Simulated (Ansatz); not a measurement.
```xyz
14

C    -0.476   -1.601    0.112
C     0.448   -0.736   -0.738
Si    0.198    1.110   -0.551
O    -1.340    1.554   -0.964
P     0.665    1.885    1.526
H    -0.296   -2.666   -0.053
H    -1.527   -1.412   -0.123
H    -0.336   -1.409    1.179
H     1.498   -0.957   -0.513
H     0.311   -0.966   -1.802
H     1.085    1.833   -1.498
H    -2.049    1.348   -0.355
H     1.887    1.159    1.595
H    -0.069    0.858    2.184
```

Charge 0, multiplicity 1.

Question: List the PBE/def2-TZVPP orbital energies in eV (the Gaussian-basis code of Ansatz). (An estimate is asked.)

Answer: Ansatz gave: Occupied: -2075.77, -1779.96, -510.31, -268.93, -268.77, -171.13, -137.60, -122.61, -122.57, -122.49, -94.38, -94.34, -94.30, -25.03, -18.90, -15.89, -15.29, -13.55, -11.05, -10.98, -10.26, -9.59, -9.33, -8.75, -8.61, -8.33, -7.33, -7.09, -6.11. Lowest empty: -0.84, -0.26, 0.11, 0.33, 0.77, 1.09, 1.56, 1.78.
